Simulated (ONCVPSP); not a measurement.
How hard is this erbium (Er) ONCV potential?

| Property | Result |
| --- | --- |
| Element | Er |
| Generator | ONCVPSP 4.0.1 |
| Type | optimised norm-conserving Vanderbilt (ONCV) |
| Functional | PBEsol |
| Relativity | scalar-relativistic |
| Frozen core | [Kr] 4d10 |
| Valence charge | 22 |
| Reference configuration | 4f12 5s2 5p6 6s2 |
| Partial waves | 5s+6s: rc 2.10 bohr, ncon 3, nbas 7, qcut 5.3 1/bohr, 2 projectors; 5p: rc 1.95 bohr, ncon 3, nbas 8, qcut 8.1 1/bohr, 2 projectors, debl 3.1 Ha; d scattering state at 0.1 Ha: rc 1.65 bohr, ncon 4, nbas 7, qcut 5.2 1/bohr, 1 projector; 4f: rc 1.30 bohr, ncon 4, nbas 8, qcut 11.4 1/bohr, 2 projectors, debl 3 Ha |
| Local potential | polynomial inside 1.20 bohr (lpopt 1, dvloc0 4 Ha) |
| Core correction | polynomial model core, fcfact 0.45 |

In the d channel the program set the typed energies aside and used 0.050 Ha.

Question: For each optimised wave give the share of its norm inside rc, the residual kinetic energy above qcut (Ha) and the cutoffs (Ha) for errors of 10, 1, 0.1 and 0.01 mHa per electron.

Answer:

```csv
wave,norm inside rc,residual KE,10 mHa,1 mHa,0.1 mHa,0.01 mHa
5s,0.960,5.8e-06,3.7,9.0,11.4,14.1
6s,0.057,5.9e-06,2.7,8.2,11.2,13.9
5p,0.820,2.3e-08,10.5,18.0,22.4,25.8
p projector 2,0.130,7.3e-08,11.7,19.6,24.2,27.4
d projector 1,0.248,2.3e-05,7.1,9.7,11.9,20.0
4f,0.862,1.4e-03,57.8,71.2,166.1,not reached
f projector 2,0.080,2.6e-03,58.6,84.9,189.8,213.9
```

The occupied waves need 71 Ha and 166 Ha for 1 and 0.1 mHa. Tests left out (the all-electron energies of this program are off by 10 to 40 meV for near-neutral 4f atoms).
